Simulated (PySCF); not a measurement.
## Electron correlation in Sn (tin, neutral)

[Kr] 4d10 5s2 5p1 5d1, one real determinant (an excited configuration). All numbers are calculated (PySCF 2.14, a scalar-relativistic core potential, in aug-cc-pVTZ-PP with ECP28MDF). Frozen: 4s2 4p6 4d10; 4 electrons correlated.

MP2 pair energies summed by pair of shells (mhartree):

```
 pair  energy  share (%)
5s-5s  -18.12       43.0
5s-5p  -13.92       33.1
5s-5d   -7.84       18.6
5p-5d   -2.21        5.3
```

Total MP2 correlation energy: -42.09 mhartree.

Same-spin part -6.66 and opposite-spin part -35.43 mhartree; SCS-MP2 scales them by 1/3 and 6/5 to -44.73 mhartree.

The reference is one real determinant that mixes LS terms of this configuration.
